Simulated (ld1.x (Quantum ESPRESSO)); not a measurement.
**What one change does to a pseudopotential (Li (Z = 3), TM)**

```
Element                 : Li
Generator               : ld1.x (Quantum ESPRESSO) 7.5
Type                    : norm-conserving Troullier–Martins (Kleinman–Bylander form)
Functional              : BLYP
Relativity              : non-relativistic
Frozen core             : none
Valence charge          : 3
Reference configuration : 1s2 2s1 2p0
Partial waves           : 2p (bound, empty): rc 4.20 bohr; 1s (bound): rc 0.55 bohr
Local potential         : the s channel
Core correction         : none
```

Occupied shells without a wave of their own: 2s. They enter only through the test configuration that unscreens the potential.

Change: all radii scaled by about 0.76 (s 0.42, p 3.18 bohr).

Cutoffs: the cutoffs (Ry, on a coarse ladder) from which the occupation-weighted sum of valence levels, in a spherical-Bessel basis at the reference potential, stays within 10 and 1 mRy of its value at 400 Ry; they do not see the model core or the augmentation charge, which bear on the density cutoff. Errors are all-electron minus pseudo energies relative to the spin-unpolarised reference configuration.

Problem. Predict the effect on cutoff, ghosts and configuration errors.

Solution. Of the 4 tests that both files solve, the error grows in 0 and shrinks in 4 by more than 15 % and 0.3 meV (median size 5.1 → 1.1 meV); neither file shows a bound ghost. Less of the atom is replaced, so other configurations are described better.

```csv
quantity,base,changed
"cutoff, loose",230 Ry,over 300 Ry
"cutoff, tight",over 300 Ry,over 300 Ry
bound ghosts,none,none
"error for 1s2 2s0 2p0, meV [ΔE 5.32 eV]",+6.9,+1.6
"error for 1s2 2s0.5 2p0, meV [ΔE 2.01 eV]",+2.6,+0.6
"error for 1s2 2s0 2p1, meV [ΔE 1.80 eV]",+3.4,+0.3
"error for 1s1 2s1 2p0, meV [ΔE 68.70 eV]",+48,+15
```
